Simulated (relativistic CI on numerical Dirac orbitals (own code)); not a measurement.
# Ag⁴⁺: 4p photoemission

Computed with this model: Dirac-Coulomb-Breit CI, orbitals from a KLI potential per configuration, QED by a radiative potential, valence Slater integrals scaled by 0.7, multiplet model of photoemission in the sudden approximation; configurations [Kr] 4d7 → [Ar] 3d10 4s2 4p5 4d7; 300 K; Lorentzian 1.68 eV and Gaussian 0.6 eV FWHM. Energies are those of the free ion, without screening or charge transfer. The energies are binding energies and can lie tens of eV above those of solids. S is read from ⟨S²⟩ = S(S + 1).

Field parameters in Wybourne normalisation: D4h B²₀ = −7Ds, B⁴₀ = 21(Dq − Dt), B⁴₄ = 21√(5/14) Dq; Oh B⁴₀ = 21Dq, B⁴₄ = √(5/14) B⁴₀; Td as Oh with Dq negative (B⁴₀ = 21Dq, B⁴₄ = √(5/14) B⁴₀). The field is a parameter set, without covalency.

free ion: ground-state S = 1.46, centroid 127.40 eV. Peaks (eV, height): 120.8 (100), 123.0 (92), 129.2 (66), 136.2 (45), 137.6 (56).

Td, 10Dq = -10950 cm⁻¹: ground-state S = 1.49, centroid 127.43 eV. Peaks (eV, height): 121.2 (100), 122.8 (91), 129.6 (42), 137.8 (44).

D4h, 10Dq = 25400, Ds = 2370, Dt = 970 cm⁻¹: ground-state S = 0.57, centroid 127.51 eV. Peaks (eV, height): 122.8 (100), 129.8 (45), 134.6 (23), 138.0 (16).

Oh, 10Dq = 40500 cm⁻¹: ground-state S = 0.52, centroid 127.53 eV. Peaks (eV, height): 123.2 (100), 130.4 (41), 136.6 (14).

Strongest unbroadened transitions for Oh, 10Dq = 40500 cm⁻¹:

```csv
Energy (eV),Relative strength
122.50,33.4
122.83,100.0
123.29,64.3
123.38,96.7
124.37,23.8
124.52,77.7
125.07,15.5
125.96,19.5
126.15,16.3
126.44,28.8
127.29,10.7
128.05,30.8
129.33,10.3
130.22,20.2
130.38,10.6
130.97,16.0
131.88,13.4
133.23,18.1
```
